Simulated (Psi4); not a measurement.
silver atom (Ag), doublet (core potentials on Ag); Psi4 1.11 with CAM-B3LYP/def2-SVP.

The Psi4 input:
```
memory 2 GB

molecule mol {
0 2
Ag    0.000000    0.000000    0.000000
}

set {
  basis def2-svp
  reference uks
  dft_spherical_points 974
}

energy('cam-b3lyp')
print_variables()
```

The log (banner, timings and long lists left out):

```
   => Loading Basis Set <=

    Name: DEF2-SVP
    Role: ORBITAL
    Keyword: BASIS

    !!!  WARNING: ECP capability is in beta. Please check occupations closely.  !!!

         ---------------------------------------------------------
                                   SCF
               by Justin Turney, Rob Parrish, Andy Simmonett
                          and Daniel G. A. Smith
                              UKS Reference
         ---------------------------------------------------------

  ==> Geometry <==

    Molecular point group: d2h
    Geometry (in Angstrom), charge = 0, multiplicity = 2:

       Center              X                  Y                   Z               Mass
    ------------   -----------------  -----------------  -----------------  -----------------
         AG           0.000000000000     0.000000000000     0.000000000000   106.905091600000

  Running in d2h symmetry.

  Rotational constants: A = ************  B = ************  C = ************ [cm^-1]
  Rotational constants: A = ************  B = ************  C = ************ [MHz]
  Nuclear repulsion =    0.000000000000000

  Charge       = 0
  Multiplicity = 2
  Electrons    = 19
  Nalpha       = 10
  Nbeta        = 9

  ==> Algorithm <==

  SCF Algorithm Type is DF.
  DIIS enabled.
  MOM disabled.
  Fractional occupation disabled.
  Guess Type is CORE.
  Energy threshold   = 1.00e-06
  Density threshold  = 1.00e-06
  Integral threshold = 1.00e-12

  ==> Primary Basis <==

  Basis Set: DEF2-SVP
    Blend: DEF2-SVP
    Number of shells: 11
    Number of basis functions: 31
    Number of Cartesian functions: 36
    Spherical Harmonics?: true
    Max angular momentum: 3

  Core potential: DEF2-SVP
    Number of shells: 4
    Number of ECP primitives: 14
    Number of ECP core electrons: 28
    Max angular momentum: 3

  ==> DFT Potential <==

   => LibXC <=

    Version 7.1.2
    S. Lehtola, C. Steigemann, M. J. T. Oliveira, and M. A. L. Marques,  SoftwareX 7, 1–5 (2018) (10.1016/j.softx.2017.11.002)

   => Composite Functional: CAM-B3LYP <=

    CAM-B3LYP Hyb-GGA Exchange-Correlation Functional

    T. Yanai, D. P. Tew, and N. C. Handy,  Chem. Phys. Lett. 393, 51 (2004) (10.1016/j.cplett.2004.06.011)

    Deriv               =              1
    GGA                 =           TRUE
    Meta                =          FALSE

    Exchange Hybrid     =           TRUE
    MP2 Hybrid          =          FALSE

   => Exchange Functionals <=

    0.3500         Becke 88 [omega = 0.3300]
    0.4600   Short-range recipe for B88 functional - erf [omega = 0.3300]

   => Exact (HF) Exchange <=

    0.4600            HF,LR [omega = 0.3300]
    0.1900               HF

   => Correlation Functionals <=

    0.1900   Vosko, Wilk & Nusair (VWN5)
    0.8100   Lee, Yang & Parr

   => LibXC Density Thresholds  <==

    XC_HYB_GGA_XC_CAM_B3LYP:  1.00E-14

   => Molecular Quadrature <=

    Radial Scheme          =       TREUTLER
    Pruning Scheme         =           NONE
    Nuclear Scheme         =       TREUTLER

    Blocking Scheme        =         OCTREE
    BS radius alpha        =              1
    Pruning alpha          =              1
    Radial Points          =             75
    Spherical Points       =            974
    Total Points           =          66232
    Total Blocks           =            592
    Max Points             =            255
    Max Functions          =             31
    Weights Tolerance      =       1.00E-15

   => Loading Basis Set <=

    Name: (DEF2-SVP AUX)
    Role: JKFIT
    Keyword: DF_BASIS_SCF

  ==> Integral Setup <==

  SCF_SUBTYPE=INCORE selected. In-core MEM_DF algorithm will be used.
  Using in-core AOs.

  ==> MemDFJK: Density-Fitted J/K Matrices <==

    J tasked:                   Yes
    K tasked:                   Yes
    wK tasked:                  Yes
    Omega:                3.300E-01
    Algorithm:                 Core
    Schwarz Cutoff:           1E-12
    Mask sparsity (%):       0.0000
[...]
    Occupation by irrep:
             Ag   B1g   B2g   B3g    Au   B1u   B2u   B3u
    DOCC [     3,    1,    1,    1,    0,    1,    1,    1 ]
    SOCC [     1,    0,    0,    0,    0,    0,    0,    0 ]
    NA   [     4,    1,    1,    1,    0,    1,    1,    1 ]
    NB   [     3,    1,    1,    1,    0,    1,    1,    1 ]

   @DF-UKS iter   2:  -127.65088882856233    1.53157e+01   3.13948e-01 ADIIS
   @DF-UKS iter   3:  -146.86312702335414   -1.92122e+01   2.38698e-02 DIIS/ADIIS
   @DF-UKS iter   4:  -146.90025978299340   -3.71328e-02   1.54611e-03 DIIS/ADIIS
   @DF-UKS iter   5:  -146.90073412575828   -4.74343e-04   7.51428e-04 DIIS/ADIIS
   @DF-UKS iter   6:  -146.90080593812189   -7.18124e-05   4.17523e-04 DIIS/ADIIS
   @DF-UKS iter   7:  -146.90082043797241   -1.44999e-05   4.41158e-05 DIIS
   @DF-UKS iter   8:  -146.90082096107571   -5.23103e-07   8.91374e-06 DIIS
   @DF-UKS iter   9:  -146.90082104832084   -8.72451e-08   1.53658e-06 DIIS
   @DF-UKS iter  10:  -146.90082105002944   -1.70860e-09   3.22284e-07 DIIS
  Energy and wave function converged.

  ==> Post-Iterations <==

   Electrons on quadrature grid:
      Nalpha   =   10.0000000000 ; deviation = 0.000e+00
      Nbeta    =    9.0000000000 ; deviation = 1.066e-14
      Ntotal   =   19.0000000000 ; deviation = 1.066e-14

   @Spin Contamination Metric:   3.997930862E-04
   @S^2 Expected:                7.500000000E-01
   @S^2 Observed:                7.503997931E-01
   @S   Expected:                5.000000000E-01
   @S   Observed:                5.000000000E-01

    Orbital Energies [Eh]
    ---------------------

    Alpha Occupied:

[...]
       4Ag    -0.235439

    Alpha Virtual:

[...]
    Beta Occupied:

[...]
    Beta Virtual:

[...]
       9Ag    53.358352

    Final Occupation by Irrep:
             Ag   B1g   B2g   B3g    Au   B1u   B2u   B3u
    DOCC [     3,    1,    1,    1,    0,    1,    1,    1 ]
    SOCC [     1,    0,    0,    0,    0,    0,    0,    0 ]
    NA   [     4,    1,    1,    1,    0,    1,    1,    1 ]
    NB   [     3,    1,    1,    1,    0,    1,    1,    1 ]

  @DF-UKS Final Energy:  -146.90082105002944

   => Energetics <=

    Nuclear Repulsion Energy =              0.0000000000000000
    One-Electron Energy =                -261.1039720050424648
    Two-Electron Energy =                 124.2783583227867439
    DFT Exchange-Correlation Energy =     -10.0752073677737215
    Empirical Dispersion Energy =           0.0000000000000000
    VV10 Nonlocal Energy =                  0.0000000000000000
    Total Energy =                       -146.9008210500294354

  UHF NO Occupations:
  HONO-2 :    1B1g 1.9999616
  HONO-1 :    3 Ag 1.9999616
  HONO-0 :    4 Ag 1.0000000
  LUNO+0 :    5 Ag 0.0000384
  LUNO+1 :    2B1g 0.0000384
  LUNO+2 :    2B2g 0.0000384
  LUNO+3 :    2B3g 0.0000384

Computation Completed

Properties will be evaluated at   0.000000,   0.000000,   0.000000 [a0]

Properties computed using the SCF density matrix

 Multipole Moments:

 ------------------------------------------------------------------------------------
     Multipole            Electronic (a.u.)      Nuclear  (a.u.)        Total (a.u.)
 ------------------------------------------------------------------------------------

 L = 1.  Multiply by 2.5417464519 to convert [e a0] to [Debye]
 Dipole X            :          0.0000000            0.0000000            0.0000000
 Dipole Y            :          0.0000000            0.0000000            0.0000000
 Dipole Z            :          0.0000000            0.0000000            0.0000000
 Magnitude           :                                                    0.0000000

 ------------------------------------------------------------------------------------

  Variable Map:
  ----------------------------------------------------------------------------
[...]
  Array Variable Map:
  ----------------------------------------------------------------------------
[...]
[...]
```
